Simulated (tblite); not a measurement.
Here is a computed GFN2-xTB geometry (Å):
```
atom  x, y, z in Å
Cl1    4.203    1.670    0.897
C2     2.611    1.098    0.557
C3     1.572    1.955    0.330
C4     0.264    1.486    0.050
C5    -0.774    2.426   -0.178
C6    -2.056    2.044   -0.453
C7    -2.319    0.672   -0.503
O8    -3.509    0.091   -0.758
C9    -3.303   -1.242   -0.708
C10   -2.013   -1.549   -0.427
C11   -1.333   -0.302   -0.286
C12   -0.005    0.093   -0.001
C13    1.076   -0.788    0.237
C14    1.238   -2.205    0.280
C15    2.545   -2.427    0.564
O16    3.235   -1.278    0.706
C17    2.355   -0.279    0.510
H18    1.744    3.019    0.361
H19   -0.525    3.475   -0.130
H20   -2.845    2.758   -0.627
H21   -4.155   -1.867   -0.890
H22   -1.607   -2.534   -0.335
H23    0.492   -2.956    0.124
H24    3.097   -3.338    0.689
```

Neutral, closed shell.

Task: Read off the bonds between heavy atoms and their formal orders.

Result: Cl1–C2 1.73 Å (single); C2–C3 1.37 Å (aromatic); C3–C4 1.42 Å (aromatic); C4–C5 1.42 Å (aromatic); C5–C6 1.37 Å (aromatic); C6–C7 1.40 Å (aromatic); C7–O8 1.35 Å (aromatic); O8–C9 1.35 Å (aromatic); C9–C10 1.36 Å (aromatic); C10–C11 1.43 Å (aromatic); C11–C12 1.41 Å (aromatic); C12–C13 1.42 Å (aromatic); C13–C14 1.43 Å (aromatic); C14–C15 1.36 Å (aromatic); C15–O16 1.35 Å (aromatic); O16–C17 1.35 Å (aromatic); C2–C17 1.40 Å (aromatic); C4–C12 1.42 Å (aromatic); C13–C17 1.40 Å (aromatic); C7–C11 1.40 Å (aromatic). Bonds to hydrogen (Å): C3–H18 1.08; C5–H19 1.08; C6–H20 1.08; C9–H21 1.07; C10–H22 1.07; C14–H23 1.07; C15–H24 1.07.

Task: Give the structure as a SMILES string.

Result: `Clc1cc2ccc3occc3c2c2ccoc12`, C14H7ClO2. Among its features: benzene ring, aromatic ring with oxygen and C–Cl bond.

Task: What is the point group of this geometry?

Result: Cs (every atom within 0.08 Å of its image).

Task: Which rings does it hold (smallest set)?

Result: C7–O8–C9–C10–C11 (5 members, 0.00 Å rms from planarity); C13–C14–C15–O16–C17 (5 members, 0.00 Å rms from planarity); C4–C5–C6–C7–C11–C12 (6 members, 0.00 Å rms from planarity); C2–C3–C4–C12–C13–C17 (6 members, 0.00 Å rms from planarity).

Task: Describe the place of each heavy atom.

Result: Cl1: aryl chlorine; C2: aromatic C–Cl carbon; C3: aromatic CH carbon; C4: ring-fusion aromatic carbon; C5: aromatic CH carbon; C6: aromatic CH carbon; C7: ring-fusion aromatic carbon; O8: furan-type oxygen; C9: aromatic CH next to a ring oxygen; C10: aromatic CH carbon; C11: ring-fusion aromatic carbon; C12: ring-fusion aromatic carbon; C13: ring-fusion aromatic carbon; C14: aromatic CH carbon; C15: aromatic CH next to a ring oxygen; O16: furan-type oxygen; C17: ring-fusion aromatic carbon.

Task: What is the arrangement about O16?

Result: It has 2 neighbours (C15, C17) and is bent (angle 106.4°).

Task: What is the arrangement about C12?

Result: It has 3 neighbours (C11, C13, C4) and is planar (angles 125.3°, 117.4° and 117.4°, sum 360.0°, 0.00 Å off the plane of its three neighbours).
